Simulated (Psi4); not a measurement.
ethylene glycol (C₂H₆O₂), singlet, at a GFN2-xTB geometry; R2SCAN/STO-3G (Psi4).

The Psi4 input:
```
memory 2 GB

molecule {
0 1
O     1.38862697   -0.50655432    0.02194566
C     0.63163470    0.66843375   -0.19835464
C    -0.80964679    0.23574802   -0.47099206
O    -1.37630039   -0.40343259    0.64080028
H     2.30215418   -0.26736004    0.20373679
H     0.65745438    1.31370296    0.68995200
H     1.01699273    1.22851647   -1.06037086
H    -1.42832720    1.11028504   -0.68117583
H    -0.81625899   -0.43066573   -1.34505395
H    -0.76255508   -1.09967399    0.90702455
}

set {
  basis sto-3g
  guess sadno
}

energy('r2scan')
print_variables()
```

The log (banner, timings and long lists left out):

```
   => Loading Basis Set <=

    Name: STO-3G
    Role: ORBITAL
    Keyword: BASIS

         ---------------------------------------------------------
                                   SCF
               by Justin Turney, Rob Parrish, Andy Simmonett
                          and Daniel G. A. Smith
                              RKS Reference
         ---------------------------------------------------------

  ==> Geometry <==

    Molecular point group: c1
    Full point group: C1

    Geometry (in Angstrom), charge = 0, multiplicity = 1:

       Center              X                  Y                   Z               Mass
    ------------   -----------------  -----------------  -----------------  -----------------
         O            1.404132875017    -0.476964404299     0.001434361270    15.994914619570
         C            0.647140605017     0.698023665701    -0.218865938730    12.000000000000
         C           -0.794140884983     0.265337935701    -0.491503358730    12.000000000000
         O           -1.360794484983    -0.373842674299     0.620288981270    15.994914619570
         H            2.317660085017    -0.237770124299     0.183225491270     1.007825032230
         H            0.672960285017     1.343292875701     0.669440701270     1.007825032230
         H            1.032498635017     1.258106385701    -1.080882158730     1.007825032230
         H           -1.412821294983     1.139874955701    -0.701687128730     1.007825032230
         H           -0.800753084983    -0.401075814299    -1.365565248730     1.007825032230
         H           -0.747049174983    -1.070084074299     0.886513251270     1.007825032230

  Running in c1 symmetry.

  Rotational constants: A =      0.53022  B =      0.18289  C =      0.15311 [cm^-1]
  Rotational constants: A =  15895.71761  B =   5483.01565  C =   4590.13534 [MHz]
  Nuclear repulsion =  133.379710473944129

  Charge       = 0
  Multiplicity = 1
  Electrons    = 34
  Nalpha       = 17
  Nbeta        = 17

  ==> Algorithm <==

  SCF Algorithm Type is DF.
  DIIS enabled.
  MOM disabled.
  Fractional occupation disabled.
  Guess Type is SADNO.
  Energy threshold   = 1.00e-06
  Density threshold  = 1.00e-06
  Integral threshold = 1.00e-12

  ==> Primary Basis <==

  Basis Set: STO-3G
    Blend: STO-3G
    Number of shells: 18
    Number of basis functions: 26
    Number of Cartesian functions: 26
    Spherical Harmonics?: true
    Max angular momentum: 1

  ==> DFT Potential <==

   => LibXC <=

    Version 7.1.2
    S. Lehtola, C. Steigemann, M. J. T. Oliveira, and M. A. L. Marques,  SoftwareX 7, 1–5 (2018) (10.1016/j.softx.2017.11.002)

   => Composite Functional: R2SCAN <=

    r2SCAN Meta-GGA XC Functional  (0.1021/acs.jpclett.0c02405)
    J. W. Furness, A. D. Kaplan, J. Ning, J. P. Perdew, J. Sun  J. Phys. Chem. Lett.  11, 8208–8215, 2020

    Deriv               =              1
    GGA                 =           TRUE
    Meta                =           TRUE

    Exchange Hybrid     =          FALSE
    MP2 Hybrid          =          FALSE

   => Exchange Functionals <=

    1.0000   XC_MGGA_X_R2SCAN

   => Correlation Functionals <=

    1.0000   XC_MGGA_C_R2SCAN

   => LibXC Density Thresholds  <==

    XC_MGGA_C_R2SCAN:  1.00E-15
    XC_MGGA_X_R2SCAN:  1.00E-11

   => Molecular Quadrature <=

    Radial Scheme          =       TREUTLER
    Pruning Scheme         =           NONE
    Nuclear Scheme         =       TREUTLER

    Blocking Scheme        =         OCTREE
    BS radius alpha        =              1
    Pruning alpha          =              1
    Radial Points          =             75
    Spherical Points       =            302
    Total Points           =         213098
    Total Blocks           =           1637
    Max Points             =            256
    Max Functions          =             25
    Weights Tolerance      =       1.00E-15

   => Loading Basis Set <=

    Name: (STO-3G AUX)
    Role: JKFIT
    Keyword: DF_BASIS_SCF

  ==> Integral Setup <==

  SCF_SUBTYPE=INCORE selected. In-core MEM_DF algorithm will be used.
  Using in-core AOs.

  ==> MemDFJK: Density-Fitted J/K Matrices <==

    J tasked:                   Yes
    K tasked:                    No
    wK tasked:                   No
    Algorithm:                 Core
    Schwarz Cutoff:           1E-12
    Mask sparsity (%):       0.8876
    Fitting Condition:        1E-10

   => Auxiliary Basis Set <=

  Basis Set: (STO-3G AUX)
    Blend: DEF2-UNIVERSAL-JKFIT
    Number of shells: 136
    Number of basis functions: 412
    Number of Cartesian functions: 484
    Spherical Harmonics?: true
    Max angular momentum: 4

  Minimum eigenvalue in the overlap matrix is 2.1673879224E-01.
  Reciprocal condition number of the overlap matrix is 9.0671932408E-02.
    Using symmetric orthogonalization.

  ==> Pre-Iterations <==

  SCF Guess: Superposition of Atomic Densities' Natural Orbitals via on-the-fly atomic UHF (doi:10.1021/acs.jctc.8b01089).

   -------------------------------------------------------
    Irrep   Nso     Nmo     Nalpha   Nbeta   Ndocc  Nsocc
   -------------------------------------------------------
     A         26      26      17      17      17       0
   -------------------------------------------------------
    Total      26      26      17      17      17       0
   -------------------------------------------------------

  ==> Iterations <==

                           Total Energy        Delta E     RMS |[F,P]|

   @DF-RKS iter   1:  -226.29233065419990   -2.26292e+02   6.66246e-02 ADIIS/DIIS
   @DF-RKS iter   2:  -226.73195824624366   -4.39628e-01   2.93257e-02 ADIIS/DIIS
   @DF-RKS iter   3:  -226.89278256578467   -1.60824e-01   2.02882e-02 ADIIS/DIIS
   @DF-RKS iter   4:  -227.07272773524934   -1.79945e-01   1.33030e-03 ADIIS/DIIS
   @DF-RKS iter   5:  -227.07333267717323   -6.04942e-04   5.28666e-04 ADIIS/DIIS
   @DF-RKS iter   6:  -227.07346413589232   -1.31459e-04   4.15544e-05 DIIS
   @DF-RKS iter   7:  -227.07346492437838   -7.88486e-07   1.54130e-05 DIIS
   @DF-RKS iter   8:  -227.07346501743555   -9.30572e-08   2.29534e-06 DIIS
   @DF-RKS iter   9:  -227.07346501978591   -2.35036e-09   4.67064e-07 DIIS
  Energy and wave function converged.

  ==> Post-Iterations <==

   Electrons on quadrature grid:
      Ntotal   =   33.9999890618 ; deviation = -1.094e-05

    Orbital Energies [Eh]
    ---------------------

    Doubly Occupied:

       1A    -18.673455     2A    -18.662608     3A     -9.905937
       4A     -9.904734     5A     -0.933096     6A     -0.907227
       7A     -0.657083     8A     -0.537366     9A     -0.437266
      10A     -0.404255    11A     -0.360407    12A     -0.330274
      13A     -0.314451    14A     -0.192513    15A     -0.172096
      16A     -0.100470    17A     -0.085818

    Virtual:

      18A      0.272678    19A      0.326148    20A      0.366496
      21A      0.398029    22A      0.415440    23A      0.436781
      24A      0.456231    25A      0.473700    26A      0.496779

    Final Occupation by Irrep:
              A
    DOCC [    17 ]
    NA   [    17 ]
    NB   [    17 ]

  @DF-RKS Final Energy:  -227.07346501978591

   => Energetics <=

    Nuclear Repulsion Energy =            133.3797104739441295
    One-Electron Energy =                -575.9548944263931389
    Two-Electron Energy =                 245.8669159393933228
    DFT Exchange-Correlation Energy =     -30.3651970067301917
    Empirical Dispersion Energy =           0.0000000000000000
    VV10 Nonlocal Energy =                  0.0000000000000000
    Total Energy =                       -227.0734650197859139

Computation Completed

Properties will be evaluated at   0.000000,   0.000000,   0.000000 [a0]

Properties computed using the SCF density matrix

 Multipole Moments:

 ------------------------------------------------------------------------------------
     Multipole            Electronic (a.u.)      Nuclear  (a.u.)        Total (a.u.)
 ------------------------------------------------------------------------------------

 L = 1.  Multiply by 2.5417464519 to convert [e a0] to [Debye]
 Dipole X            :         -0.2494996            0.9962653            0.7467657
 Dipole Y            :         -1.6400566            1.9011725            0.2611159
 Dipole Z            :          1.2032294           -1.3178650           -0.1146356
 Magnitude           :                                                    0.7993634

 ------------------------------------------------------------------------------------

  Variable Map:
  ----------------------------------------------------------------------------
  "CURRENT ENERGY"              =>    -227.073465019786
  "CURRENT REFERENCE ENERGY"    =>    -227.073465019786
  "DD SOLVATION ENERGY"         =>       0.000000000000
  "DFT FUNCTIONAL TOTAL ENERGY" =>    -227.073465019786
  "DFT TOTAL ENERGY"            =>    -227.073465019786
  "DFT VV10 ENERGY"             =>       0.000000000000
  "DFT XC ENERGY"               =>     -30.365197006730
  "GRID ELECTRONS ALPHA"        =>      16.999994530892
  "GRID ELECTRONS BETA"         =>      16.999994530892
  "GRID ELECTRONS TOTAL"        =>      33.999989061785
  "NUCLEAR REPULSION ENERGY"    =>     133.379710473944
  "ONE-ELECTRON ENERGY"         =>    -575.954894426393
  "PCM POLARIZATION ENERGY"     =>       0.000000000000
  "PE ENERGY"                   =>       0.000000000000
  "SCF ITERATION ENERGY"        =>    -227.073465019786
  "SCF ITERATIONS"              =>       9.000000000000
  "SCF TOTAL ENERGY"            =>    -227.073465019786
  "TWO-ELECTRON ENERGY"         =>     245.866915939393
  "XC GRID RADIAL POINTS"       =>      75.000000000000
  "XC GRID SPHERICAL POINTS"    =>     302.000000000000
  "XC GRID TOTAL POINTS"        =>  213098.000000000000

  Array Variable Map:
  ----------------------------------------------------------------------------
  "CURRENT DIPOLE"              =>       0.746765729389 ... -0.114635631354 1 by 3
  "SCF DIPOLE"                  =>       0.746765729389 ... -0.114635631354 1 by 3
  "SCF TOTAL ENERGIES"          =>    -226.292330654200 ... -227.073465019786 1 by 9
```
